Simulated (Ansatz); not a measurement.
```yaml
crystal:
  periodic: [false, false, false]
  atoms:
    - {symbol: C, position_ang: [-0.373862, 0.890645, -0.192127]}
    - {symbol: Si, position_ang: [0.315809, -0.791041, 0.174076]}
    - {symbol: O, position_ang: [1.952468, -0.649549, 0.271448]}
    - {symbol: F, position_ang: [-0.159138, -1.795922, -0.969480]}
    - {symbol: H, position_ang: [0.050912, 1.284199, -1.117506]}
    - {symbol: H, position_ang: [-0.149931, 1.582160, 0.621225]}
    - {symbol: H, position_ang: [-1.457213, 0.816066, -0.312940]}
    - {symbol: H, position_ang: [-0.086946, -1.393459, 1.469404]}
basis:
  gaussian: {orbitals: pcseg-2}
magnetization: {spin_polarized: true, initial_magnetization: 1}
hamiltonian: {xc: {name: rPW86-PBE}, dispersion: d3bjatm}
multiplicity: 3
output: {forces: true}
```

```sh
$ ansatz run in.yaml --threads 2 --pin off --events-out ev --progress --plain --max-ram 32768MiB --backend cpu
```

How does Ansatz answer? (An estimate is asked.)

Ansatz gave: The program refused the input.
```
Error: YAML parse error: error: line 16 column 1: unknown field `multiplicity`, expected one of crystal, accuracy, basis, kpoints, hamiltonian, magnetization, projection, total_charge, correlation, batch, efield, external_charges, scf, relax, neb, saddle, md, ramp, phonons, dielectric, real_time, elastic, magnetic_configurations, gw, evaluate, workflow, output, checkpoint, execution
14 | magnetization: {spin_polarized: true, initial_magnetization: 1}
15 | hamiltonian: {xc: {name: rPW86-PBE}, dispersion: d3bjatm}
16 | multiplicity: 3
17 | output: {forces: true}
```
